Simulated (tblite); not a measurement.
Species: C8H9N.
Geometry (GFN2-xTB, Å), atoms numbered from 1 in this order:
```
atom  x, y, z in Å
C1    -2.0261   -1.4348   -0.1105
C2    -1.4283   -0.2631    0.0918
C3    -2.2099    0.9597    0.4638
C4     0.0257   -0.0636   -0.0159
C5     0.9137   -1.0589   -0.4356
C6     2.2644   -0.7723   -0.5022
C7     2.7037    0.4957   -0.1533
C8     1.7498    1.4189    0.2469
N9     0.4618    1.1530    0.3136
H10   -1.4970   -2.3348   -0.3686
H11   -3.0943   -1.5344   -0.0181
H12   -1.8652    1.3387    1.4234
H13   -3.2725    0.7403    0.5207
H14   -2.0398    1.7443   -0.2703
H15    0.5578   -2.0389   -0.7089
H16    2.9672   -1.5283   -0.8241
H17    3.7492    0.7588   -0.1936
H18    2.0310    2.4262    0.5294
```

Level: GFN2-xTB in tblite, geometry and Hessian alike; calculated harmonic values, unscaled, isolated species. Errors from tens to a few hundred cm⁻¹ against measured bands are possible. One conformer, not necessarily the lowest. The optimisation stopped once no atom felt more than 0.01 eV/Å.

Lowest wavenumbers of the output (negative numbers stand for imaginary wavenumbers):
```
mode    cm-1
  1     -35.5
  2     129.3
  3     139.6
  4     214.5
  5     346.9
  6     365.1
  7     375.3
  8     444.6
  9     529.6
 10     530.8
 11     599.1
 12     654.3
 13     720.0
 14     766.6
 15     780.3
```

Q: Is this structure a minimum?

A: Not by this Hessian. 1 mode is imaginary beyond 20i (36i cm⁻¹), so at this level the point lies at or near a first-order saddle. The curvature is small, so loose convergence or finite differences may be the whole cause.

Q: Which atoms move in the imaginary mode?

A: 36i: C1 (terminal =CH2 carbon) 22 %, C3 (allylic carbon) 21 %. These are shares of the mass-weighted motion.

Q: What is the remedy?

A: Step along that mode in both directions, optimise again with tighter thresholds and repeat the frequencies. The zero-point energy of this point (91.1 kcal/mol) counts the 47 real modes alone, and thermal corrections from it aren't those of a minimum.
